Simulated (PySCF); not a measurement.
# Deuteron quadrupole couplings in `C#C/C(=C\[SiH3])[SiH2]P`

Species: C4H9PSi2.
Numbering: `[CH:1]#[C:2]/[C:3](=[CH:4]\[SiH3:5])[SiH2:6][PH2:7]` (hydrogens: H8 on C1; H9 on C4; H10, H11, H12 on Si5; H13, H14 on Si6; H15, H16 on P7)

Structure used (GFN2-xTB), in Å, numbered top down from 1:
```xyz
16
C4H9PSi2 angstrom
C     -0.2336   -0.7785    2.3296
C     -0.0746   -0.2352    1.2685
C      0.0141    0.4233    0.0252
C      1.1324    0.3621   -0.7150
Si     2.6931   -0.5601   -0.2035
Si    -1.5766    1.3184   -0.5138
P     -3.2496   -0.1465   -0.8347
H     -0.3377   -1.2618    3.2550
H      1.1315    0.8865   -1.6631
H      3.2872    0.1010    0.9605
H      2.3668   -1.9489    0.1257
H      3.6261   -0.5191   -1.3320
H     -2.0069    2.2439    0.5391
H     -1.3192    2.0179   -1.7767
H     -2.9137   -0.9466    0.2429
H     -2.5467   -0.9475   -1.7189
```

Level: PBE0/pcSseg-1 (PySCF, non-relativistic); Q(2H) = 0.00286 b; rigid geometry, the same for H and D, with no vibrational averaging.

Task: Rank these positions by the coupling χzz of a deuteron there, largest first.
A. H15 (P–H hydrogen)
B. H12 (Si–H hydrogen)
C. H8 (alkyne hydrogen)
D. H9 (vinylic hydrogen)

Result: C (266 kHz), D (217 kHz), A (143 kHz), B (108 kHz).

Task: Give the electric field gradient Vzz (the principal value of largest size), its asymmetry and the 2H coupling at each hydrogen.

Result: 
| atom | bonded to | bond length (Å) | Vzz (au) | η | χzz (kHz) |
| --- | --- | --- | --- | --- | --- |
| H8 | C1 | 1.049 | 0.3955 | 0.00 | 266 |
| H9 | C4 | 1.083 | 0.3234 | 0.04 | 217 |
| H10 | Si5 | 1.465 | 0.1626 | 0.01 | 109 |
| H11 | Si5 | 1.464 | 0.1626 | 0.01 | 109 |
| H12 | Si5 | 1.465 | 0.1611 | 0.02 | 108 |
| H13 | Si6 | 1.466 | 0.1597 | 0.01 | 107 |
| H14 | Si6 | 1.466 | 0.1599 | 0.02 | 107 |
| H15 | P7 | 1.384 | 0.2124 | 0.07 | 143 |
| H16 | P7 | 1.385 | 0.2132 | 0.07 | 143 |

Task: Average by the element that carries the hydrogen.

Result: on C: 242 kHz over 2 positions, mean bond length 1.066 Å; on Si: 108 kHz over 5 positions, mean bond length 1.465 Å; on P: 143 kHz over 2 positions, mean bond length 1.384 Å.

Task: A static deuteron (I = 1) shows a doublet split by (3/2)χ, (3/4)χ(1 + η) and (3/4)χ(1 − η) with the field along z, y and x of the gradient. What are these for H14?

Result: With |χ| = 107.5 kHz and η = 0.024: 161, 83 and 79 kHz, to first order and without motion.

Isolated species at its GFN2-xTB geometry (one conformer only). GFN2-xTB bond lengths can be off by several hundredths of an ångström, more for odd bonds, and the gradients follow them. These gradients aren't converged with respect to the basis.

These values come from a run that also computed NMR shieldings. Time: 34 s; peak memory 0.89 GiB. Hardware: one thread, Arm Neoverse V1 (aarch64), no GPU (shared host).
